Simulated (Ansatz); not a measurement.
Consider the formal exchange of groups at the Si–Si bond: `[SiH3][SiH2][SiH2][SiH3]` + `C=O` → `O=C[SiH2][SiH2][SiH3]` + SiH₄.

Gas-phase electronic energies from Ansatz, PBE0-D4/def2-TZVP geometries. CBS: MP2 limit from def2 TZ/QZ plus the TZ coupled-cluster correction, frozen cores. This one scheme is used for every species. Functionals use def2-TZVPP. B3LYP here is the variant with VWN-RPA as its local correlation; programs differ in this. One conformer a species, not always the lowest.

| level | ΔE (kJ/mol) | difference from CCSD(T)/CBS |
| --- | --- | --- |
| PBE-D4 | 29.0 | 5.3 |
| r2SCAN-D4 | 24.3 | 0.6 |
| PBE0-D4 | 31.6 | 7.9 |
| B3LYP-D4 | 20.5 | -3.2 |
| ωB97X-V | 22.1 | -1.6 |
| ωB97M-V | 17.1 | -6.6 |
| B2PLYP | 19.3 | -4.4 |
| PBE | 28.0 | 4.3 |
| r2SCAN | 23.9 | 0.2 |
| PBE0 | 30.5 | 6.8 |
| B3LYP | 19.0 | -4.7 |
| HF/def2-TZVPP | 18.1 | -5.6 |
| MP2/def2-TZVPP | 22.0 | -1.7 |
| SCS-MP2/def2-TZVPP | 19.1 | -4.6 |
| CCSD/def2-TZVPP | 23.8 | 0.1 |
| CCSD(T)/def2-TZVPP | 23.5 | -0.2 |
| HF/def2-QZVPP | 17.9 | -5.8 |
| MP2/def2-QZVPP | 22.1 | -1.6 |
| SCS-MP2/def2-QZVPP | 19.3 | -4.4 |
| HF/CBS(def2) | 17.8 | -5.9 |
| MP2/CBS(def2) | 22.2 | -1.5 |
| CCSD/CBS(def2) | 24.0 | 0.3 |
| CCSD(T)/CBS | 23.7 | 0 |

Largest T1 diagnostic among the species: 0.016.

In def2-TZVPP, CCSD(T) changes the Hartree–Fock value by +5.4 kJ/mol (the triples alone add −0.3 kJ/mol) and MP2 by +3.9 kJ/mol.
